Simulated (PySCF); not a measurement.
Two structures, one formula

The two ends of one reaction step of GeH$_{3}$F, closed shell (PBE0-D4/def2-TZVP).

A:

Ge1  (-0.969, -0.422, -0.651)
H2  (1.319, 0.032, 0.552)
F3  (1.387, -0.189, -0.347)
H4  (-0.947, 1.168, -0.500)
H5  (-0.809, -0.586, 0.940)
(Å)

B:

```
5
angstrom
Ge -1.0364 -0.2399 -0.2935
H 0.4448 0.4928 1.3599
F 0.3261 -0.9723 -1.1387
H -0.5346 1.2746 -0.5080
H 0.1589 -0.1424 1.6678
```

Computed with PySCF 2.14 with density fitting (its default auxiliary sets; JK sets also for MP2 and CCSD(T)) (basis: def2-TZVPP); correlated methods freeze the cores. Filled d shells of the heavier atoms are correlated. The def2 sets are not built for correlating such inner shells, so the correlated values are less sure here. B3LYP uses VWN-RPA correlation.

Which structure is lower at CCSD(T), and by how much? (An estimate is asked for; the value comes from the calculation.)

Computed: B, by 62.1 kJ/mol (electronic energy, against the other). By their contacts, A is a complex of GeH₂ + HF and B is a complex of GeHF ([F][GeH]) + H₂.

All methods give the same order:

```json
{"method": "SPW92", "E(B) − E(A) (kJ/mol)": "-64.0"}
{"method": "PBE-D4", "E(B) − E(A) (kJ/mol)": "-72.9"}
{"method": "r2SCAN-D4", "E(B) − E(A) (kJ/mol)": "-72.2"}
{"method": "PBE0-D4", "E(B) − E(A) (kJ/mol)": "-64.4"}
{"method": "B3LYP-D4", "E(B) − E(A) (kJ/mol)": "-73.8"}
{"method": "BHLYP-D4", "E(B) − E(A) (kJ/mol)": "-66.6"}
{"method": "wB97M-V", "E(B) − E(A) (kJ/mol)": "-67.0"}
{"method": "HF", "E(B) − E(A) (kJ/mol)": "-59.0"}
{"method": "MP2", "E(B) − E(A) (kJ/mol)": "-67.4"}
{"method": "CCSD", "E(B) − E(A) (kJ/mol)": "-59.4"}
{"method": "CCSD(T)", "E(B) − E(A) (kJ/mol)": "-62.1"}
```

No T1 diagnostic of these runs exceeds 0.014.

Labels in which every atom is bracketed show which atoms are joined, not bond orders.

For scale, one of the runs: CCSD(T)/def2-TZVPP, 121 basis functions, launched by `OMP_NUM_THREADS=4 python run.py`. Hardware: 4 CPU threads of a Oxide Virtual Turin-like, shared host. Wall time 32 s; peak host memory 0.67 GiB.
